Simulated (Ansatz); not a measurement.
Ansatz results at the PBE0-D4/def2-TZVP geometry: LUMO energy (PBE0/def2-TZVPP) 0.30 eV; HOMO–LUMO gap (PBE/def2-TZVPP) 6.36 eV; HOMO energy (PBE/def2-TZVPP) -6.86 eV.

Each molecule was computed in one conformer, which needn't be the lowest.

**Question.** Which molecule gave them?
A. `NC1O[SiH2]O1`
B. `F[CH2][GeH2][GeH3]`
C. `B1CO[SiH2]1`
D. `[GaH2][B]1B[SiH2]1`

**Answer.** B. The others give `[GaH2][B]1B[SiH2]1`: -2.22, 3.14, -6.19; `B1CO[SiH2]1`: -2.29, 3.20, -6.48; `NC1O[SiH2]O1`: -0.34, 5.13, -6.37.
